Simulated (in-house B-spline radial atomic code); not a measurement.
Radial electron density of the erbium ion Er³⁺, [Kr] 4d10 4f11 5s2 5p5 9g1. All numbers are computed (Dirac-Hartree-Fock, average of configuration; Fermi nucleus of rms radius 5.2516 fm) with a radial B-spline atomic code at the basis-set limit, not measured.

Columns: r (bohr), 4πr²n(r) (electrons per bohr), bar.

```
0.000662    2.753 #
0.000868    4.293 ##
 0.00114    6.648 ##
 0.00149     10.1 ####
 0.00195    15.14 #####
 0.00256    22.36 ########
 0.00335    32.04 ############
 0.00439    44.48 ################
 0.00576    59.22 #####################
 0.00755    74.47 ###########################
 0.00989    87.23 ################################
   0.013    93.93 ##################################
   0.017    92.43 #################################
  0.0223    85.85 ###############################
  0.0292    83.52 ##############################
  0.0382    94.18 ##################################
  0.0501    113.7 #########################################
  0.0657    121.5 ############################################
  0.0861    106.4 #######################################
   0.113    92.56 ##################################
   0.148    103.4 #####################################
   0.194    106.2 ######################################
   0.254    72.72 ##########################
   0.333    49.77 ##################
   0.436     58.6 #####################
   0.571     53.5 ###################
   0.749    30.66 ###########
   0.981    16.47 ######
    1.29    10.12 ####
    1.68    4.829 ##
    2.21    1.244 
    2.89   0.1612 
    3.79  0.02398 
    4.97    0.011 
    6.51  0.00151 
    8.54  0.01992 
    11.2 0.002084 
    14.7  0.01749 
    19.2  0.02805 
    25.2 0.0004047 
      33  0.06827 
    43.2 0.006232 
    56.7 1.462e-05 
    74.3 5.937e-10 
    97.3 3.825e-17
```

On this grid the curve has 7 maxima, near 0.013, 0.0657, 0.194, 0.436, 8.54, 19.2, 33 bohr.

The 9g7/2 radial function P(r) = rR(r), positive near the nucleus, with its small component Q(r) (sign convention: Q ≈ (P' + κP/r)/2c):

```csv
r (bohr),P,Q
0.436,0.0004192,2.382e-05
0.749,0.00189,6.31e-05
1.29,0.009549,0.0001908
2.21,0.04714,0.0005215
3.79,0.1306,0.0005809
6.51,-0.0388,-0.0004485
11.2,0.04558,0.0003821
19.2,-0.1674,-0.0002605
33,0.2613,8.961e-05
56.7,0.003825,-2.628e-06
```
